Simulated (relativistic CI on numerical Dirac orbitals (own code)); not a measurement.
Method of calculation: Dirac-Coulomb-Breit CI, KLI orbitals optimised for each configuration, model QED, unscaled Slater integrals (own radial code, finite nucleus).

The strongest absorption lines from the ground level of an ion, among the configurations computed and to levels below about 381 eV (vacuum wavelength in nm, gf): 4.3139 (0.34), 4.3724 (2.2), 4.6602 (4.4), 5.2041 (0.66), 5.2452 (7.2), 5.7585 (0.94), 6.4524 (0.7), 6.6134 (0.73).

(1) Which ion is it?
A. Lu³³⁺
B. Er³⁰⁺
C. Ir³⁹⁺
D. W³⁶⁺

Results:

(1) D. W³⁶⁺ has 38 electrons and the ground level 4s2.4p6.4d2 3F_2; the strongest line goes to 4s2.4p6.4d.4f 3G°_3. The pattern of lines fixes the number of electrons, and along that sequence the line energies rise steadily with the charge (about as its square where n changes within one kind of shell, about linearly where n is kept but much faster in heavy ions where fine structure, which grows about as Z⁴, sets the gap, and irregularly where shells cross), which fixes Z. Configurations outside the model, such as inner-shell arrays, can give stronger lines. At this charge energies of transitions that change n are usually good to better than 1 %, and those within a shell (Δn = 0) to a few per cent. Terms inside the open d or f shell come out 10 to 20 % too wide with unscaled integrals.

LS names give the leading component of a level, which can be under half, so a name can repeat, a term be missing and a line seem to break the LS rules.
